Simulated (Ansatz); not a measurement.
Species: C2H5N, SMILES `C=NC` (charge 0, multiplicity 1).

Give a relaxed geometry from Ansatz (a quantum-chemistry and plane-wave program) with PBE0-D3(BJ)/def2-TZVP.

the end point of this relaxation (outside a Z-matrix the atoms follow the SMILES, hydrogens last).
Bonded distances (Å): C1–N2 1.257, C1–H4 1.100, C1–H5 1.090, N2–C3 1.439, C3–H6 1.093, C3–H7 1.093, C3–H8 1.100. Bond angles (°): N2–C1–H4 123.2, N2–C1–H5 119.4, H4–C1–H5 117.4, C1–N2–C3 118.0, N2–C3–H6 109.0, N2–C3–H7 109.0, N2–C3–H8 113.7, H6–C3–H7 106.7, H6–C3–H8 109.1, H7–C3–H8 109.1.
